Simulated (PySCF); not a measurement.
# Which determinant of ICl⁺ lies lowest?

Unrestricted PBE0; I cc-pVDZ-PP with ECP28, Cl cc-pV(D+d)Z; scalar-relativistic core potentials (PySCF 2.14). Outer shells of the fragments: I+ 4d10 5s2 5p4; Cl 3s2 3p5.

Followed along the bond (rough minima from three points):

| 2Ms+1 | unpaired | ⟨S²⟩ at the start | R at minimum (Å) | Te (eV) |
| --- | --- | --- | --- | --- |
| 2 | π ↑ | 0.75 | 2.27 | 0.00 |
| 4 | σ ↑, π ↑↑ | 3.75 | none in the scan | ≤ 1.45 |

Solutions found at the starting distance of 2.380 Å, counted from the lowest of them; the search is not exhaustive and high or unbound solutions are not listed, so other states can lie among these:

```csv
2Ms+1,unpaired,term,E (eV),⟨S²⟩,⟨Lz²⟩,μ (D)
2,π ↑,²Π,0.00,0.75,1.00,-0.45
4,"σ ↑, π ↑↑",⁴Σ⁻,1.52,3.75,0.00,-0.32
2,"σ ↑, π ↑↓",mixed,2.03,1.76,2.01,-0.16
2,"σ ↓, π ↑↑",mixed,2.03,1.76,0.00,-0.24
2,σ ↑,mixed,2.85,0.75,2.00,0.06
4,"σ ↑, π ↑↑",mixed,3.15,3.75,2.01,1.88
4,"σ ↑↑, π ↑",⁴Π,4.65,3.75,1.00,0.45
```

A term symbol is given only where ⟨S²⟩ and ⟨Lz²⟩ are close to those of a pure state; real π, δ and φ orbitals otherwise mix terms. A positive dipole points towards Cl; it is taken about the centre of mass and depends on that origin.

Spin–orbit coupling is left out. Counting both spins, an empty level lies below a filled one in some of these solutions, because spin and occupation are held.
